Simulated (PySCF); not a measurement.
# ²⁹Si chemical shifts

[PySCF: GIAO PBE0/pcSseg-1 shieldings; GFN2-xTB geometry; averaged over atoms made equivalent by symmetry, fast rotation or ring inversion; no relativistic terms; single conformer; isolated molecule]

Shieldings were converted by a linear fit to measured shifts: ²⁹Si (scatter 8.9 ppm rms, 25.8 ppm with the 6 outliers that the fit left out vs TMS, solution or neat liquid). A few per cent of atoms miss by over 2 rms, more outside the fitted compound classes.

Question: Give the ²⁹Si shifts of `FC(F)[C@@H]1CC[SiH2]1`, `F[C@@H]1C[SiH2][C@H](F)C1`, `C[C@@H](F)[C@H](CF)[SiH2]O[SiH3]`, `CC#C[Si@H](F)C[SiH3]`, `C[Si](CF)(CF)OC[SiH3]`.

Answer: 
| compound | environment | δ (ppm) |
| --- | --- | --- |
| FC(F)[C@@H]1CC[SiH2]1 | silicon bonded to 2 C, 2 H, in a 4-membered ring | -35.6 |
| F[C@@H]1C[SiH2][C@H](F)C1 | silicon bonded to 2 C, 2 H, in a 5-membered ring | -37.0 |
| [CH3:1][C@@H:2]([F:3])[C@H:4]([CH2:5][F:6])[SiH2:7][O:8][SiH3:9] | Si7: silicon bonded to C, O, 2 H | -31.5 |
| [CH3:1][C@@H:2]([F:3])[C@H:4]([CH2:5][F:6])[SiH2:7][O:8][SiH3:9] | Si9: silicon bonded to O, 3 H | -41.4 |
| [CH3:1][C:2]#[C:3][Si@H:4]([F:5])[CH2:6][SiH3:7] | Si4: silicon bonded to 2 C, F, H | -17.5 |
| [CH3:1][C:2]#[C:3][Si@H:4]([F:5])[CH2:6][SiH3:7] | Si7: silicon bonded to C, 3 H | -70.1 |
| [CH3:1][Si:2]([CH2:3][F:4])([CH2:5][F:6])[O:7][CH2:8][SiH3:9] | Si2: silicon bonded to 3 C, O | -12.0 |
| [CH3:1][Si:2]([CH2:3][F:4])([CH2:5][F:6])[O:7][CH2:8][SiH3:9] | Si9: silicon bonded to C, 3 H | -66.1 |

Question: Order these by ²⁹Si shift, lowest first.
A. C=C(Cl)[Si@@H]1C[C@@H]1N(C)C
B. N#Cc1cccc2nn([SiH3])nc12
C. C=C=C[SiH](Cl)Cl
D. CC(C)[C@@H]1CN[SiH2]C1

Answer: A (-98.5 ppm, silicon bonded to 3 C, H, in a 3-membered ring), B (-38.9 ppm, silicon bonded to N, 3 H), D (-27.6 ppm, silicon bonded to C, N, 2 H, in a 5-membered ring), C (-5.1 ppm, silicon bonded to C, 2 Cl, H).
